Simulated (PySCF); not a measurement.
Parent: `[H]/[N:1]=[CH:2]\[c:3]1[cH:4][cH:5][cH:6][cH:7][n:8]1` with N1–C2–C3–C4 180°, C6H6N2.

Computed geometry: GFN2-xTB, gas phase. One conformer each, not checked by frequencies here.

```json
{"coordinate of the parent": "N1=C2", "value": "1.257 Å"}
{"coordinate of the parent": "C2–C3", "value": "1.473 Å"}
{"coordinate of the parent": "C3–C4", "value": "1.395 Å"}
{"coordinate of the parent": "C4–C5", "value": "1.385 Å"}
{"coordinate of the parent": "C5–C6", "value": "1.386 Å"}
{"coordinate of the parent": "C6–C7", "value": "1.389 Å"}
{"coordinate of the parent": "C7–N8", "value": "1.316 Å"}
{"coordinate of the parent": "C3–N8", "value": "1.333 Å"}
{"coordinate of the parent": "N1–C2–C3", "value": "126.2°"}
{"coordinate of the parent": "C2–C3–C4", "value": "121.6°"}
{"coordinate of the parent": "C2–C3–N8", "value": "116.1°"}
{"coordinate of the parent": "C4–C3–N8", "value": "122.3°"}
{"coordinate of the parent": "C3–C4–C5", "value": "118.6°"}
{"coordinate of the parent": "C4–C5–C6", "value": "118.8°"}
{"coordinate of the parent": "C5–C6–C7", "value": "118.2°"}
{"coordinate of the parent": "C6–C7–N8", "value": "123.4°"}
{"coordinate of the parent": "C3–N8–C7", "value": "118.7°"}
```

Problem. How does the shared frame change in `[H]/[N:1]=[CH:2]\[c:3]1[cH:4][cH:5][c:6]([F:7])[cH:8][n:9]1` with N1–C2–C3–C4 180°, C6H5FN2? Atoms pair as N1 = N1, C2 = C2, C3 = C3, C4 = C4, C5 = C5, C6 = C6, C7 = C8, N8 = N9 (parent first).

Solution. 
```tsv
parent	relative	value in the relative	change
N1=C2	N1=C2	1.256 Å	-0.001
C2–C3	C2–C3	1.473 Å	0.000
C3–C4	C3–C4	1.396 Å	+0.001
C4–C5	C4–C5	1.383 Å	-0.002
C5–C6	C5–C6	1.386 Å	0.000
C6–C7	C6–C8	1.389 Å	0.000
C7–N8	C8–N9	1.314 Å	-0.002
C3–N8	C3–N9	1.333 Å	0.000
N1–C2–C3	N1–C2–C3	126.3°	+0.1
C2–C3–C4	C2–C3–C4	121.6°	0.0
C2–C3–N8	C2–C3–N9	116.1°	0.0
C4–C3–N8	C4–C3–N9	122.3°	0.0
C3–C4–C5	C3–C4–C5	118.9°	+0.3
C4–C5–C6	C4–C5–C6	117.5°	-1.3
C5–C6–C7	C5–C6–C8	120.2°	+2.0
C6–C7–N8	C6–C8–N9	121.8°	-1.6
C3–N8–C7	C3–N9–C8	119.3°	+0.6
```

No shared bond changes by more than 0.004 Å. Bonds of the relative outside the shared frame: C6–F7 1.343 Å. Point group Cs → Cs.
